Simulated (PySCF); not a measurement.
NMR data simulated for an unnamed compound:

$^{1}$H NMR (400 MHz, computed): δ 6.39 (m, 1H), 5.83 (br s, 1H), 5.71 (m, 1H), 5.23 (br s, 1H), 2.06 (s, 3H).

$^{13}$C{$^{1}$H} NMR (computed): δ 168.2 (C), 150.8 (C), 139.4 (C), 115.6 (CH2), 114.3 (CH), 91.2 (CH), 21.1 (CH3).

Calculated, not measured (PySCF 2.14): coordinates at the GFN2-xTB level, shielding tensors at PBE0/pcSseg-1 (GIAO). Non-relativistic, no solvent, one computed conformer, one averaged value for each set of equivalent atoms.

References, each an isolated molecule treated in the same way: $^{1}$H, $^{13}$C vs TMS.

**Question.** Which of these does the molecule contain: a ketone, a non-aromatic C=C double bond, a vinyl group CH=CH2, a heteroaromatic ring, an NH or NH2 group?

**Answer.** 
- A ketone: no.
- A non-aromatic C=C double bond: yes.
- A vinyl group CH=CH2: no.
- A heteroaromatic ring: yes.
- An NH or NH2 group: no.

The data belong to SMILES C=C(C)c1ccc(F)o1, C7H7FO; they needn't prove each group on their own.

Carbon signals by region: 1 in the far downfield region (above 160 ppm), 4 in the sp2 and nitrile region (100–160 ppm), 1 at 50–100 ppm, 1 below 50 ppm. Above 160 ppm: 168.2, aromatic carbon bearing fluorine.

Splittings by $^{19}$F in the carbon and heteronuclear signals aren't shown, as no couplings were computed. Shifts are as computed. Against solution values, carbons near 30 ppm lie about +3 ppm off and those near 130 ppm about +5 ppm. Of 1211 compounds with measured shifts, 218 miss one by over three times the rms of a fit or turn the order of signals round; such compounds aren't used in these exercises. No couplings were computed; multiplicities are counted from neighbouring protons, with m where these are inequivalent, close in shift, in a saturated or five-membered ring or joined by F or P, and br s for small geminal =CH2 splittings.
